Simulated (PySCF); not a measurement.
**Potential energy of CaTe along the bond**

Set-up: basis Ca x2c-SVPall, Te x2c-SVPall; spin-free X2C with a Gaussian nucleus; PySCF 2.14. Energies in eV from Ca + Te in their ground configurations at the same level. All curves are PBE0. state 1: ¹Σ⁺ (singlet), closed shell; state 2: ³Π (triplet), unpaired electrons σ ↑, π ↑, a second solution, started from another occupation; state 3: Ms = 0 determinant of mixed spin (⟨S²⟩ near 1.0), unpaired electrons σ ↓, π ↑, a second solution, started from another occupation; state 4: ³Σ⁺ (triplet), unpaired electrons σ ↑↑, a second solution, started from another occupation.

```tsv
R (Å)	state 1	state 2	state 3	state 4
2.276	-1.516	0.328	0.359	0.201
2.381	-2.154	-0.619	-0.593	-0.462
2.487	-2.503	-1.260	-1.236	-0.883
2.567	-2.625	-1.588	-1.565	-1.082
2.646	-2.656	-1.816	-1.793	-1.206
2.725	-2.619	-1.964	-1.941	-1.271
2.831	-2.492	-2.066	-2.042	-1.289
2.963	-2.250	-2.082	-2.056	-1.233
3.122	-1.898	-1.995	-1.964	-1.094
3.334	-1.398	-1.777	-1.737	-0.842
```

Put a parabola through the three lowest points of the state 1 curve and estimate Re, k and ωe (reduced mass 30.56 u; 1 eV/Å² = 0.16022 mdyn/Å; ωe = 1302.8·√(k/μ) cm⁻¹).

Through R = 2.567, 2.646, 2.725 Å the second-order coefficient is 5.45 eV/Å², so Re ≈ 2.643 Å, k ≈ 1.75 mdyn/Å and ωe ≈ 311 cm⁻¹. A polynomial fit of higher order to the unrounded PBE0 energies gives Re = 2.639 Å, k = 1.78 mdyn/Å, ωe = 315 cm⁻¹; anharmonicity and rounding make the difference.

The higher-order fit for each curve: state 1: Re = 2.639 Å, ωe = 315 cm⁻¹, De = 2.66 eV; state 2: Re = 2.917 Å, ωe = 220 cm⁻¹, minimum 2.09 eV below the ground-state fragments; state 3: Re = 2.914 Å, ωe = 223 cm⁻¹, minimum 2.06 eV below the ground-state fragments; state 4: Re = 2.806 Å, ωe = 220 cm⁻¹, minimum 1.29 eV below the ground-state fragments.

Spin–orbit coupling is left out, which matters for elements this heavy, above all for dissociation energies.
